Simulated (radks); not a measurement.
Problem. These are the eigenvalues of the occupied orbitals of an atom or ion with whole-number occupations (hartree). Calculated with a radial shooting solver on a logarithmic mesh with Libxc functionals: scalar-relativistic Kohn-Sham, r2SCAN, spin-unpolarised, spherical densities, finite nucleus; meta-GGA in the generalised Kohn-Sham scheme; Fermi nuclear charge, rms radius of each element as measured or else 0.836 A^(1/3) + 0.57 fm.

| orbital | eigenvalue |
|---|---|
| 1s | -3059.340 |
| 2s | -543.5636 |
| 2p | -468.7709 |
| 3s | -129.6583 |
| 3p | -107.9532 |
| 3d | -85.04616 |
| 4s | -29.01172 |
| 4p | -21.86499 |
| 4d | -13.33422 |
| 5s | -4.76251 |
| 4f | -3.89540 |
| 5p | -2.84612 |
| 5d | -0.70574 |
| 6s | -0.53773 |

Which element is it, and in what charge state? The configuration may be excited.

Solution. Z = 80, mercury, charge +1: Hg+ in [Xe] 4f14 5d10 6s1. The list shows which subshells hold electrons but not how many an open one holds; the 1s level, -3059.3 hartree, gives Z - s = 78.2 by -(Z - s)^2/2, which with screening and relativity narrows Z to a few neighbours, and the depths of the outer levels then fix element, charge and occupations together.
